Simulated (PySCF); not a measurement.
Job file and geometry (Å, from GFN2-xTB) of an NMR shielding run on SMILES O[Si@@H]1C[C@H](CC(F)(F)F)CO1, C₅H₉F₃O₂Si, GIAO PBE0/pcSseg-1 NMR shielding, non-relativistic, gas phase in PySCF 2.14.0, density-fitted response routines; density fitting, a coarse starting grid and PySCF grid level 2 are the driver's defaults:

```
$ OMP_NUM_THREADS=1 python probes_run.py task.json out

{"job": {"kind": "nmr", "xc": "PBE0", "basis": "pcSseg-1"}, "charge": 0, "multiplicity": 1}
O     -3.810297     0.136504    -0.267212
Si    -2.333029     0.782901    -0.161765
C     -0.879356     0.034066    -1.141015
C      0.271449     0.281581    -0.165377
C      1.475032    -0.619916    -0.448267
C      2.654110    -0.328935     0.457363
F      3.767266    -0.956814     0.038528
F      2.957998     0.975727     0.514966
F      2.459530    -0.729716     1.723833
C     -0.294220     0.095544     1.256356
O     -1.648673     0.458477     1.288343
H     -4.022782    -0.699641     0.141836
H     -2.560466     2.194472    -0.411399
H     -0.669045     0.482980    -2.106957
H     -1.010729    -1.037663    -1.300025
H      0.581969     1.326244    -0.265663
H      1.214093    -1.672478    -0.316748
H      1.815956    -0.469328    -1.475175
H      0.245636     0.709536     1.982190
H     -0.219588    -0.952861     1.568307
```

Q: What does the program print?

A: 
```
coarse grid: 18064 points
cycle   1  E = -934.2850215752  dE =  1.822e+00  |g| = 1.254e+00  |ddm| = 4.039e+00
cycle   2  E = -933.9889399584  dE =  2.961e-01  |g| = 1.849e+00  |ddm| = 2.125e+00
cycle   3  E = -934.5542048263  dE = -5.653e-01  |g| = 1.125e-01  |ddm| = 1.435e+00
cycle   4  E = -934.5561723550  dE = -1.968e-03  |g| = 6.191e-02  |ddm| = 1.417e-01
cycle   5  E = -934.5570062135  dE = -8.339e-04  |g| = 1.286e-02  |ddm| = 6.115e-02
cycle   6  E = -934.5570332042  dE = -2.699e-05  |g| = 4.538e-03  |ddm| = 1.200e-02
cycle   7  E = -934.5570369098  dE = -3.706e-06  |g| = 8.005e-04  |ddm| = 3.955e-03
final grid: 173544 points
cycle   8  E = -934.6622884757  dE = -6.450e-05  |g| = 1.274e-02  |ddm| = 3.635e-02
cycle   9  E = -934.6622541913  dE =  3.428e-05  |g| = 1.869e-02  |ddm| = 2.345e-02
cycle  10  E = -934.6623205887  dE = -6.640e-05  |g| = 1.099e-03  |ddm| = 1.436e-02
cycle  11  E = -934.6623208106  dE = -2.220e-07  |g| = 3.900e-04  |ddm| = 1.298e-03
cycle  12  E = -934.6623208383  dE = -2.762e-08  |g| = 1.131e-04  |ddm| = 3.928e-04
cycle  13  E = -934.6623208400  dE = -1.791e-09  |g| = 3.730e-05  |ddm| = 9.403e-05
cycle  14  E = -934.6623208403  dE = -2.383e-10  |g| = 8.404e-06  |ddm| = 3.080e-05
converged SCF energy = -934.6623208403

GIAO shielding tensors (ppm)
atom      isotropic    diamagn.    paramagn.     s11        s22        s33       span
  0 O      292.255     384.661     -92.406    256.760    298.372    321.633     64.873
  1 Si     355.822     879.401    -523.578    315.342    369.003    383.122     67.780
  2 C      166.314     255.966     -89.652    153.657    164.600    180.685     27.028
  3 C      151.976     255.682    -103.706    128.196    158.981    168.752     40.556
  4 C      142.029     250.107    -108.078    121.616    138.096    166.376     44.760
  5 C       51.656     244.613    -192.957     47.229     49.822     57.917     10.689
  6 F      246.980     468.581    -221.601    157.764    239.960    343.215    185.451
  7 F      260.376     475.652    -215.277    169.974    270.054    341.099    171.125
  8 F      250.268     475.801    -225.533    161.508    251.486    337.811    176.304
  9 C      114.031     246.818    -132.788     82.550    102.377    157.165     74.615
 10 O      266.666     396.542    -129.876    201.430    266.548    332.019    130.589
 11 H       29.678      31.017      -1.339     21.445     24.842     42.747     21.302
 12 H       26.831      29.136      -2.305     22.599     24.655     33.240     10.641
 13 H       31.016      32.417      -1.401     26.584     28.901     37.564     10.980
 14 H       31.592      33.876      -2.284     27.119     30.417     37.239     10.120
 15 H       29.332      35.503      -6.171     25.165     28.922     33.910      8.746
 16 H       29.885      31.724      -1.840     26.103     30.300     33.251      7.148
 17 H       29.261      30.831      -1.570     24.031     29.831     33.920      9.889
 18 H       27.237      31.430      -4.193     21.544     28.760     31.408      9.864
 19 H       28.010      32.703      -4.693     21.984     28.782     33.265     11.281
```

Q: Turn these shieldings into chemical shifts. Shifts are taken against calculated references (same method and geometry level): 17O (σref 336.08) vs H2O; TMS for 29Si (σref 349.16), 13C (σref 186.93), 1H (σref 31.72); 19F (σref 170.95) vs CFCl3.

A: Averaging equivalent atoms: O 10: 69.4; O 0: 43.8; Si 1: -6.7; C 5: 135.3; C 9: 72.9; C 4: 44.9; C 3: 34.9; C 2: 20.6; F 6/7/8: -81.6; H 12: 4.89; H 18: 4.48; H 19: 3.71; H 17: 2.46; H 15: 2.38; H 11: 2.04; H 16: 1.83; H 13: 0.70; H 14: 0.13 ppm. Unscaled 19F shifts against computed CFCl3 carry errors that often reach 10 to 50 ppm. Experimental scales use liquid or dissolved standards, which lie at an offset from isolated H2O (liquid H2O: subtract about 36 ppm).

Size and cost of the density-fitted run: 239 basis functions, 75 s wall time on 1 thread of an Arm Neoverse V1, shared host; peak memory 1.1 GiB.
